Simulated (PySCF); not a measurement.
# One molecule, several mistakes: B2H2NO anion

All numbers below are calculated, not measured. They come from PySCF 2.14.0, an open-source quantum chemistry program, on an isolated molecule that a program drew, which may never have been made. The molecule is B2H2NO anion (charge -1, singlet), drawn as the SMILES string `N=BB[O-]`.

Each row is a Hartree-Fock (HF) and frozen-core CCSD(T) single point in the aug-cc-pVDZ basis, meant for a local HF minimum. Run 1 is clean. Each other run has one planted mistake out of seven kinds, and not every kind appears here: one electron removed, one electron added, multiplicity raised by two, geometry at a saddle point, minimal basis STO-3G, one bond length entered in bohr, all coordinates scaled. The reference is restricted for singlets and unrestricted otherwise, and also for a bond in bohr. Adding or removing an electron swaps singlet and doublet. Electrons count all cores. HOMO and LUMO are orbital energies over both spins, the gradient is its largest component, and the lowest frequency (negative if imaginary) is given only where the gradient is small. Bond lengths are over the 5 bonds as drawn. T1 is the CCSD diagnostic: over 0.02 (restricted) or 0.045 (unrestricted) a single reference is doubtful.

Geometry of the clean run:
```xyz
6
B2H2NO anion, angstrom
N    -1.2945   -1.1940   -0.5523
B    -1.5744   -1.7395    0.5391
B    -1.9235   -2.4878    2.1101
O    -2.9313   -3.2424    2.2953
H    -1.1612   -0.8152   -1.4480
H    -1.0795   -2.1901    2.9890
```

```
run  electrons  basis functions  <S^2>  HOMO (eV)  LUMO (eV)  gradient (hartree/bohr)  lowest frequency (cm^-1)  mean bond (Å)  longest bond (Å)      T1  HF (hartree)  CCSD(T) (hartree)                          mistake
  1         28              110  0.000      -4.05       3.58                  3.3e-05                       186         1.3070             1.775  0.0194    -179.92215         -180.51224                         no fault
  2         28              110  0.000      -3.80       3.58                  4.8e-02                         -         1.2678             1.722  0.0183    -179.91517         -180.49778           all coordinates scaled
  3         28              110  2.025       0.61       3.62                  9.4e-02                         -         1.3070             1.775  0.0421    -179.83410         -180.39592       multiplicity raised by two
  4         28              110  0.092      -2.60       3.33                  5.8e-02                         -         1.5302             2.370  0.0332    -179.83890         -180.44144  one bond length entered in bohr
  5         28               22  0.000       1.01      15.88                  9.6e-02                         -         1.3070             1.775  0.0214    -177.36097         -177.60842                                ?
```

**Which mistake was planted in run 5, and what did it cost?**

It has 22 basis functions where the clean run has 110, with the same electrons and geometry. So the mistake is: minimal basis STO-3G. Subtracting run 1 and multiplying by 627.51 kcal/mol a hartree, the energy moved by 1607.2 kcal/mol in HF and 1822.2 kcal/mol in CCSD(T).

Cautions from the logs. Run 3: the HOMO is above zero, so the electron isn't bound and the energy depends on the basis; run 5: T1 is over the limit, so its CCSD(T) energy is less reliable and the HOMO is above zero, so the electron isn't bound and the energy depends on the basis.
